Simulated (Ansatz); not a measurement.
Start from `C=CCCCCC` and change one atom or group to get `C=CCCCC`.

Ansatz, PBE0-D4/def2-TZVP geometries, multiplicity 1. Each molecule was computed in one conformer, which needn't be the lowest.

```tsv
property	`C=CCCCCC`
HOMO–LUMO gap (PBE0/def2-TZVPP) / eV	7.70
size of the dipole moment (ωB97M-V/def2-TZVPP) / D	0.43
LUMO energy (B3LYP/def2-TZVPP) / eV	0.12
HOMO energy (B3LYP/def2-TZVPP) / eV	-7.11
LUMO energy (PBE0/def2-TZVPP) / eV	0.37
HOMO energy (PBE0/def2-TZVPP) / eV	-7.33
```

(1) What does the change do to each property? (An estimate is asked.)

Answers

(1) Computed: 
```
                                          property  `C=CCCCC`  shift
              HOMO–LUMO gap (PBE0/def2-TZVPP) / eV       7.72   0.02
size of the dipole moment (ωB97M-V/def2-TZVPP) / D       0.39  -0.04
               LUMO energy (B3LYP/def2-TZVPP) / eV       0.12   0.00
               HOMO energy (B3LYP/def2-TZVPP) / eV      -7.13  -0.02
                LUMO energy (PBE0/def2-TZVPP) / eV       0.37   0.00
                HOMO energy (PBE0/def2-TZVPP) / eV      -7.35  -0.02
```

Dipoles are sizes alone; their direction can turn.

Positive LUMOs are unbound, so they and the gaps depend on the basis.

B3LYP here is the variant with VWN-RPA as its local correlation; programs differ in this.
